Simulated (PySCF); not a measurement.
SnOF, SMILES [Sn](=[O])[F], multiplicity 2.

The structure is a stationary point at B3LYP-D3(BJ)/def2-TZVP. The def2 effective core potentials stand for the cores of Sn; spin–orbit coupling is left out.

Calculation: TDA-LC-ωPBE/def2-SVPD (PySCF).

Vertical excitations. Isolated molecule, no solvent.

| state | energy (eV) | λ (nm) | f | main pairs |
|---|---|---|---|---|
| root 1 | 0.66 | 1880 | 0.000 | β HOMO−1→LUMO 93 % |
| root 2 | 1.16 | 1069 | 0.002 | β HOMO→LUMO 72 %, β HOMO−2→LUMO 16 % |
| root 3 | 3.26 | 380 | 0.000 | α HOMO→LUMO 44 %, β HOMO→LUMO+1 51 % |
| root 4 | 4.83 | 257 | 0.012 | α HOMO→LUMO+1 15 %, β HOMO−2→LUMO 39 %, β HOMO→LUMO 20 %, β HOMO→LUMO+2 12 % |
| root 5 | 4.85 | 255 | 0.124 | α HOMO→LUMO 51 %, β HOMO→LUMO+1 46 % |
| root 6 | 5.27 | 235 | 0.002 | α HOMO−1→LUMO 23 %, β HOMO−1→LUMO+1 71 % |
| root 7 | 5.96 | 208 | 0.020 | α HOMO→LUMO+1 37 %, β HOMO→LUMO+2 22 %, β HOMO−2→LUMO 18 % |
| root 8 | 6.33 | 196 | 0.002 | α HOMO→LUMO+3 15 %, α HOMO→LUMO+2 15 %, α HOMO−1→LUMO 11 %, β HOMO→LUMO+4 43 % |
| root 9 | 6.53 | 190 | 0.002 | α HOMO−1→LUMO 48 %, α HOMO→LUMO+2 10 %, α HOMO→LUMO+3 10 %, β HOMO−1→LUMO+1 14 %, β HOMO→LUMO+2 9 % |
| root 10 | 6.66 | 186 | 0.004 | α HOMO−2→LUMO 40 %, β HOMO−2→LUMO+1 48 % |
Unrestricted roots are not spin-pure.
